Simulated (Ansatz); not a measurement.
`CC(C)[O][GeH2][F]` and `CC(C)O[Si]F` differ in one atom or group.

Ansatz, PBE0-D4/def2-TZVP geometries, multiplicity 1. Each molecule was computed in one conformer, which needn't be the lowest.

Scalar relativity is left out up to krypton.

| property | `CC(C)[O][GeH2][F]` |
| --- | --- |
| HOMO–LUMO gap (PBE/def2-TZVPP) / eV | 6.33 |
| HOMO energy (ωB97M-V/def2-TZVPP) / eV | -10.66 |
| HOMO–LUMO gap (PBE0/def2-TZVPP) / eV | 8.77 |
| HOMO energy (B3LYP/def2-TZVPP) / eV | -8.02 |
| HOMO–LUMO gap (ωB97M-V/def2-TZVPP) / eV | 12.95 |
| HOMO energy (PBE/def2-TZVPP) / eV | -6.71 |

Q: What does the change do to each property? (An estimate is asked.)

A: Computed: 
```json
{"property": "HOMO–LUMO gap (PBE/def2-TZVPP) / eV", "`CC(C)O[Si]F`": "4.14", "shift": "-2.19"}
{"property": "HOMO energy (ωB97M-V/def2-TZVPP) / eV", "`CC(C)O[Si]F`": "-9.64", "shift": "1.02"}
{"property": "HOMO–LUMO gap (PBE0/def2-TZVPP) / eV", "`CC(C)O[Si]F`": "6.12", "shift": "-2.65"}
{"property": "HOMO energy (B3LYP/def2-TZVPP) / eV", "`CC(C)O[Si]F`": "-7.28", "shift": "0.74"}
{"property": "HOMO–LUMO gap (ωB97M-V/def2-TZVPP) / eV", "`CC(C)O[Si]F`": "10.29", "shift": "-2.66"}
{"property": "HOMO energy (PBE/def2-TZVPP) / eV", "`CC(C)O[Si]F`": "-6.30", "shift": "0.41"}
```

With PBE0 the HOMO rises by 0.79 eV and the LUMO falls by 1.87 eV, so the gap narrows by about 2.66 eV. PBE moves the HOMO by 0.41 eV and ωB97M-V by 1.02 eV.

B3LYP here is the variant with VWN-RPA as its local correlation; programs differ in this.
